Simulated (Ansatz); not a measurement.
Born–Oppenheimer molecular dynamics of BrClH2OZn (6 atoms, charge 0, multiplicity 1). It starts at the highest image of a converged band, a first-order saddle point between two minima.

All numbers below come from RKS PBE0-D4/def2-SVP (Ansatz 0.2.0).

```yaml
ensemble: NVE (velocity Verlet)
time_step: 0.5 fs
steps_asked: 200
starting_velocities_drawn_for: 300 K
seed: 8950
```

First frame:

```xyz
6
Properties=species:S:1:pos:R:3
Zn -0.271 -0.226 0.092
Cl 0.131 0.218 2.298
O 0.543 -0.298 -1.493
H -0.051 -0.544 -2.209
Br -2.625 -0.612 0.958
H -1.454 -0.178 2.033
```

**Question.** What does the run give?

**Answer.** All steps were run.

```json
{"steps done": "200", "time covered": "100 fs", "mean temperature over the second half": "292 K", "spread of the potential energy over the second half": "6.2 meV per atom", "mean potential energy of the second half above the start": "0.7 meV per atom"}
```

The conserved energy stayed within 0.13 meV per atom of its start (net change 0.11 meV per atom), so the integration is sound. A run of 0.1 ps of so small a system gives no equilibrium averages. The orbitals stay closed-shell, which can raise the energy where a bond breaks towards radicals; this wasn't checked here.

**Question.** What happens to the structure?

**Answer.** Between its relaxed ends the band would form Cl2–H6 and break Br5–H6. These pairs go: Cl2–H6 1.65 → 2.41 Å, Br5–H6 1.65 → 1.44 Å. In the last frame they stand as before the step (other bonds may differ from the relaxed reactants and products). It ends as one piece, BrClH2OZn. Pairs count as bonded within 1.25 times the sum of covalent radii (0.12 Å more for H–H). The details hang on the random start.

**Question.** How do temperature and energy run in time?

**Answer.** 
| time (fs) | T (K) | potential energy less start (eV) | conserved less start (meV/atom) |
| --- | --- | --- | --- |
| 0.0 | 300 | 0.000 | 0.00 |
| 8.0 | 253 | 0.025 | 0.02 |
| 16.0 | 166 | 0.070 | 0.07 |
| 24.0 | 112 | 0.098 | 0.12 |
| 32.0 | 108 | 0.100 | 0.12 |
| 40.0 | 147 | 0.079 | 0.09 |
| 48.0 | 201 | 0.051 | 0.04 |
| 56.0 | 236 | 0.033 | 0.00 |
| 64.0 | 250 | 0.026 | 0.01 |
| 72.0 | 265 | 0.018 | 0.03 |
| 80.0 | 296 | 0.002 | 0.07 |
| 88.0 | 349 | -0.025 | 0.10 |
| 96.0 | 386 | -0.044 | 0.11 |

The run took 12 min on 2 threads of Arm Neoverse V1, on a shared host, peak memory 0.26 GiB.
